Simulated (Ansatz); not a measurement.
Frontier orbitals of CH₂FInSe (`F[C](=[Se])[InH2]`).

Cartesian coordinates in Å:
```
F 0.756 1.777 -1.308
C 0.520 0.933 -0.330
Se 1.225 1.156 1.281
In -0.600 -0.898 0.026
H 0.290 -2.326 -0.261
H -2.190 -0.642 0.592
```

Charge 0, multiplicity 1. Correlated methods include outer-core shells of In, Se, which these sets cover unevenly. Scalar relativity is left out up to krypton. In: def2 effective core potential. Geometry: relaxed with PBE0-D4/def2-TZVP. Basis def2-TZVPP, the Gaussian-basis code of Ansatz.

Orbital energies of one run (eV). Highest occupied ones, from the top: -8.17, -9.20, -9.80, -10.41, -12.82, -14.90, -15.75, -16.06, -19.03, -22.55, -22.99, -23.04, -23.07, -23.25. Empty: -1.32, -0.77, 0.73, 1.21, 1.88, 2.37.

Q: Which functional gave them?
A. PBE
B. ωB97M-V
C. CAM-B3LYP
D. LDA (SPW92)

A: C. HOMO energies: CAM-B3LYP -8.17, LDA (SPW92) -6.09, ωB97M-V -9.00, PBE -5.89 eV.
